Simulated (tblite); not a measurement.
C₄H₈F₂O₂.
SMILES with atom numbers: `[CH3:1][O:2][C@@H:3]([F:4])[C@@H:5]([F:6])[O:7][CH3:8]` (hydrogens: H9, H10, H11 on C1; H12 on C3; H13 on C5; H14, H15, H16 on C8)

Computed with GFN2-xTB (tblite), gas phase: L-BFGS steps from a force-field or distance-geometry start until the largest atomic force falls under 0.01 eV/Å.

Step 16: E = -822.5408 eV
```
atom  x, y, z in Å  |  force x, y, z in eV/Å
C1      2.7836   -0.5724   -0.0737    0.056  -0.028   0.003
O2      1.6712    0.1744   -0.5302    0.003  -0.047   0.029
C3      0.6282    0.2909    0.3565    0.028  -0.006   0.003
F4      0.3677    1.6284    0.5505   -0.006   0.016   0.019
C5     -0.6443   -0.3409   -0.2414   -0.054   0.049  -0.023
F6     -0.3964   -1.6917   -0.3488   -0.011   0.027  -0.053
O7     -1.7491   -0.1666    0.5536    0.023   0.068  -0.018
C8     -2.7864    0.6168   -0.0126    0.002   0.012   0.006
H9      2.4870   -1.5979    0.1706    0.031   0.040  -0.013
H10     3.2537   -0.1053    0.7975   -0.019   0.009  -0.018
H11     3.4797   -0.5824   -0.9087    0.038  -0.011   0.022
H12     0.8392   -0.1336    1.3481   -0.013  -0.020   0.002
H13    -0.7727    0.0474   -1.2639   -0.032  -0.076  -0.002
H14    -3.5773    0.6221    0.7352    0.004   0.025  -0.069
H15    -3.1545    0.1797   -0.9485    0.017   0.012   0.088
H16    -2.4374    1.6400   -0.1956   -0.067  -0.071   0.025
```

Step 17: E = -822.5420 eV
```
atom  x, y, z in Å  |  force x, y, z in eV/Å
C1      2.7874   -0.5729   -0.0720    0.021   0.005  -0.009
O2      1.6738    0.1735   -0.5284    0.009  -0.039   0.001
C3      0.6291    0.2910    0.3549   -0.001  -0.012   0.003
F4      0.3712    1.6296    0.5507   -0.007  -0.015   0.016
C5     -0.6462   -0.3397   -0.2438    0.003   0.038   0.010
F6     -0.3975   -1.6922   -0.3473   -0.023   0.062  -0.059
O7     -1.7486   -0.1631    0.5524    0.006   0.048   0.027
C8     -2.7884    0.6181   -0.0117    0.008  -0.023   0.011
H9      2.4895   -1.5973    0.1699    0.033   0.006   0.005
H10     3.2583   -0.1057    0.7981   -0.021   0.009  -0.005
H11     3.4821   -0.5815   -0.9075    0.050  -0.014   0.008
H12     0.8361   -0.1370    1.3459   -0.013  -0.010   0.007
H13    -0.7777    0.0458   -1.2659   -0.017  -0.070  -0.030
H14    -3.5806    0.6209    0.7346    0.015   0.035  -0.050
H15    -3.1565    0.1802   -0.9454    0.004  -0.006   0.040
H16    -2.4396    1.6392   -0.1960   -0.067  -0.014   0.024
```

Step 18: E = -822.5430 eV
```
atom  x, y, z in Å  |  force x, y, z in eV/Å
C1      2.7909   -0.5734   -0.0709   -0.006   0.027  -0.015
O2      1.6759    0.1720   -0.5267    0.007  -0.025  -0.024
C3      0.6298    0.2907    0.3541   -0.020  -0.013   0.001
F4      0.3736    1.6301    0.5515   -0.001  -0.032   0.012
C5     -0.6475   -0.3381   -0.2459    0.041   0.020   0.027
F6     -0.3982   -1.6914   -0.3470   -0.033   0.067  -0.054
O7     -1.7480   -0.1594    0.5513    0.003   0.027   0.059
C8     -2.7903    0.6190   -0.0109    0.010  -0.040   0.014
H9      2.4925   -1.5970    0.1693    0.034  -0.022   0.019
H10     3.2615   -0.1058    0.7985   -0.016   0.011   0.010
H11     3.4849   -0.5811   -0.9065    0.055  -0.012  -0.002
H12     0.8335   -0.1394    1.3449   -0.014  -0.007   0.007
H13    -0.7805    0.0425   -1.2687   -0.010  -0.047  -0.043
H14    -3.5827    0.6204    0.7339    0.007   0.035  -0.017
H15    -3.1593    0.1810   -0.9424   -0.005  -0.029  -0.009
H16    -2.4438    1.6389   -0.1960   -0.054   0.039   0.016
```

Step 19: E = -822.5440 eV
```
atom  x, y, z in Å  |  force x, y, z in eV/Å
C1      2.7945   -0.5738   -0.0700   -0.021   0.032  -0.016
O2      1.6780    0.1700   -0.5254   -0.002  -0.010  -0.043
C3      0.6305    0.2901    0.3533   -0.023  -0.010  -0.004
F4      0.3760    1.6298    0.5526    0.007  -0.036   0.008
C5     -0.6483   -0.3358   -0.2478    0.052   0.003   0.027
F6     -0.3994   -1.6894   -0.3477   -0.037   0.045  -0.041
O7     -1.7471   -0.1550    0.5510    0.008   0.010   0.070
C8     -2.7921    0.6196   -0.0099    0.008  -0.037   0.009
H9      2.4966   -1.5972    0.1691    0.035  -0.038   0.029
H10     3.2644   -0.1057    0.7989   -0.012   0.013   0.021
H11     3.4887   -0.5810   -0.9055    0.050  -0.007  -0.004
H12     0.8306   -0.1417    1.3443   -0.012  -0.008   0.003
H13    -0.7829    0.0377   -1.2726   -0.004  -0.011  -0.037
H14    -3.5847    0.6204    0.7332   -0.007   0.029   0.023
H15    -3.1627    0.1815   -0.9392   -0.006  -0.051  -0.049
H16    -2.4498    1.6395   -0.1957   -0.036   0.075   0.007
```

Question: Estimate the geometry and energy of step 20. (The exact step hangs on the optimiser's Hessian estimate; all steps are aligned on step 19, rigid shifts and turns removed.)

Answer: E = -822.5450 eV, largest force 0.088 eV/Å
```
atom  x, y, z in Å  |  force x, y, z in eV/Å
C1      2.7979   -0.5738   -0.0694   -0.022   0.021  -0.012
O2      1.6800    0.1678   -0.5249   -0.012  -0.001  -0.050
C3      0.6310    0.2892    0.3524   -0.010  -0.008  -0.010
F4      0.3786    1.6289    0.5539    0.014  -0.027   0.005
C5     -0.6486   -0.3333   -0.2493    0.032  -0.010   0.013
F6     -0.4014   -1.6866   -0.3494   -0.036   0.003  -0.024
O7     -1.7458   -0.1502    0.5521    0.016   0.005   0.053
C8     -2.7936    0.6197   -0.0088   -0.002  -0.014  -0.002
H9      2.5015   -1.5979    0.1693    0.037  -0.034   0.032
H10     3.2670   -0.1051    0.7997   -0.014   0.013   0.021
H11     3.4936   -0.5811   -0.9043    0.033   0.001   0.002
H12     0.8274   -0.1444    1.3435   -0.007  -0.010  -0.005
H13    -0.7858    0.0328   -1.2768    0.001   0.029  -0.013
H14    -3.5871    0.6210    0.7325   -0.014   0.016   0.053
H15    -3.1658    0.1808   -0.9367    0.006  -0.061  -0.063
H16    -2.4564    1.6411   -0.1951   -0.023   0.077  -0.002
```

The energy changes by -0.0010 eV. The first-order estimate −F·Δx gives -0.0014 eV and the mean of the old and new forces, exact on a quadratic surface, -0.0010 eV. The step makes an angle of 67° with the force vector and moves no atom by more than 0.007 Å.

The cost below is that of the whole relaxation. Hardware: one thread, Arm Neoverse N1 (aarch64) (shared host). Cost: 0.75 s.
